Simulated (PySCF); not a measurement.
Molfile (atoms numbered from 1):
```
C4H12NSi
     RDKit          3D

 18 18  0  0  0  0  0  0  0  0999 V2000
    2.6282    0.2854    0.0525 Si  0  0  0  0  0  4  0  0  0  0  0  0
    0.9573    0.0558    0.9866 C   0  0  0  0  0  0  0  0  0  0  0  0
   -0.1315   -0.5334    0.1189 C   0  0  0  0  0  0  0  0  0  0  0  0
   -0.7051    0.3763   -0.9846 C   0  0  0  0  0  0  0  0  0  0  0  0
   -2.0977    0.1068   -0.5094 N   0  0  0  0  0  0  0  0  0  0  0  0
   -1.5605   -0.5776    0.7066 C   0  0  0  0  0  0  0  0  0  0  0  0
    2.9756   -1.0268   -0.4862 H   0  0  0  0  0  0  0  0  0  0  0  0
    3.5911    0.8156    1.0033 H   0  0  0  0  0  0  0  0  0  0  0  0
    2.3459    1.2188   -1.0430 H   0  0  0  0  0  0  0  0  0  0  0  0
    0.6232    1.0089    1.3965 H   0  0  0  0  0  0  0  0  0  0  0  0
    1.1174   -0.6088    1.8347 H   0  0  0  0  0  0  0  0  0  0  0  0
    0.1847   -1.5023   -0.2653 H   0  0  0  0  0  0  0  0  0  0  0  0
   -0.5304    0.0794   -2.0159 H   0  0  0  0  0  0  0  0  0  0  0  0
   -0.4349    1.4224   -0.8535 H   0  0  0  0  0  0  0  0  0  0  0  0
   -2.6158   -0.5243   -1.1267 H   0  0  0  0  0  0  0  0  0  0  0  0
   -2.6838    0.9294   -0.3412 H   0  0  0  0  0  0  0  0  0  0  0  0
   -1.6752    0.0384    1.5974 H   0  0  0  0  0  0  0  0  0  0  0  0
   -1.9973   -1.5577    0.8844 H   0  0  0  0  0  0  0  0  0  0  0  0
  1  2  1  0
  2  3  1  0
  3  4  1  0
  4  5  1  0
  5  6  1  0
  6  3  1  0
  1  7  1  0
  1  8  1  0
  1  9  1  0
  2 10  1  0
  2 11  1  0
  3 12  1  0
  4 13  1  0
  4 14  1  0
  5 15  1  0
  5 16  1  0
  6 17  1  0
  6 18  1  0
M  CHG  1   5   1
M  END
```

Geometry: GFN2-xTB; GIAO shifts from PySCF, gas phase, non-relativistic, averaged over equivalent atoms.

At PBE0/pcSseg-1 (169 basis functions, 21 s wall time on 1 thread of an Arm Neoverse V1, shared host):
```json
{"atoms": "Si1", "δ (ppm)": "-76.6"}
{"atoms": "C4/C6", "δ (ppm)": "60.8"}
{"atoms": "C3", "δ (ppm)": "34.6"}
{"atoms": "C2", "δ (ppm)": "19.4"}
{"atoms": "N5", "δ (ppm)": "50.0"}
{"atoms": "H15", "δ (ppm)": "4.97"}
{"atoms": "H16", "δ (ppm)": "4.77"}
{"atoms": "H13/H18", "δ (ppm)": "4.73"}
{"atoms": "H14/H17", "δ (ppm)": "4.37"}
{"atoms": "H7/H8/H9", "δ (ppm)": "4.02"}
{"atoms": "H12", "δ (ppm)": "3.39"}
{"atoms": "H10/H11", "δ (ppm)": "1.22"}
```

References, each an isolated molecule treated in the same way: ²⁹Si (σ = 349.16 ppm) and ¹³C (σ = 186.93 ppm) and ¹H (σ = 31.72 ppm) against TMS; NH3 for ¹⁵N (σ = 267.73 ppm).

What do these become at HSE06/pcSseg-1?

## Answers


```csv
atoms,δ at HSE06/pcSseg-1,change
Si1,-76.8,-0.2
C4/C6,60.9,+0.1
C3,34.8,+0.2
C2,19.6,+0.2
N5,50.4,+0.4
H15,4.96,-0.01
H16,4.77,+0.00
H13/H18,4.72,-0.01
H14/H17,4.36,-0.01
H7/H8/H9,4.01,-0.01
H12,3.38,-0.01
H10/H11,1.22,+0.00
```

Shifts are taken against calculated references (same method and geometry level): ²⁹Si (σ = 346.40 ppm), ¹³C (σ = 186.23 ppm), ¹H (σ = 31.72 ppm) against TMS; ¹⁵N (σ = 267.30 ppm) vs NH3.

The largest change is at N5 (ammonium nitrogen). Cost: 169 basis functions, 46 s wall time on 1 thread of an Arm Neoverse V1, shared host. The order of the carbon signals is the same at both levels.

Experimental scales use liquid or dissolved standards, which lie at an offset from isolated NH3 (liquid NH3: subtract about 20 ppm).
